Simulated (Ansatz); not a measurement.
`CNBOCF` + `FC([SiH3])Cl` → `CNBCl` + `FCOC(F)[SiH3]`  (redistribution)

Isolated molecules relaxed with PBE0-D4/def2-TZVP in Ansatz; ΔE leaves out vibrations. CBS: MP2 limit from def2 TZ/QZ plus the TZ coupled-cluster correction, frozen cores. DFT in def2-TZVPP. Each species was taken in one conformer, which may not be the lowest.

| level | ΔE (kcal/mol) |
| --- | --- |
| PBE0-D4 | 1.1 |
| PBE | 1.3 |

(1) What does CCSD(T)/CBS give? (Best estimate.)

Largest T1 diagnostic among the species: 0.012.

Results:

(1) Ansatz gave: +1.8 kcal/mol. The listed levels differ from it by -0.7, -0.5 kcal/mol.
